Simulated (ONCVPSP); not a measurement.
## Configuration tests for Tc (ONCV)

| Property | Result |
| --- | --- |
| Element | Tc (Z = 43) |
| Generator | ONCVPSP 4.0.1 |
| Type | optimised norm-conserving Vanderbilt (ONCV) |
| Functional | PBEsol |
| Relativity | scalar-relativistic |
| Frozen core | [Ar] 3d10 |
| Valence charge | 15 |
| Reference configuration | 4s2 4p6 4d5 5s1.75 5p0.25 |
| Partial waves | 4s+5s: rc 1.60 bohr, ncon 5, nbas 8, qcut 8.3 1/bohr, 2 projectors; 4p+5p: rc 1.70 bohr, ncon 4, nbas 8, qcut 9.9 1/bohr, 2 projectors; 4d: rc 1.95 bohr, ncon 4, nbas 9, qcut 8.6 1/bohr, 2 projectors, debl 1.1 Ha |
| Local potential | polynomial inside 1.55 bohr (lpopt 3, dvloc0 0 Ha) |
| Core correction | Teter function, fcfact 3.5, rcfact 1.7 |

Energies are relative to the spin-unpolarised reference configuration 4s2 4p6 4d5 5s1.75 5p0.25; without spin polarisation the order of configurations can differ from experiment.

```
valence configuration  charge  ΔE all-electron (eV)  error AE − PS (meV)
  4s2 4p6 4d5 5s2 5p0       0                -0.932                 +0.1
  4s2 4p6 4d5 5s0 5p0      +2                22.106                 -4.9
  4s1 4p6 4d5 5s2 5p0      +1                78.954                  -60
```

Task: What are ΔE and the potential's error for 4s2 4p6 4d5 5s1 5p0?

Result: ΔE = 7.265 eV all-electron; the error (AE − PS) is -1.3 meV.

Levels in the configuration 4s1 4p6 4d5 5s2 5p0:

```tsv
level	all-electron (eV)	pseudo (eV)
4s	-86.901	-86.976
4p	-58.437	-58.516
4d	-18.179	-18.166
5s	-12.910	-12.914
```
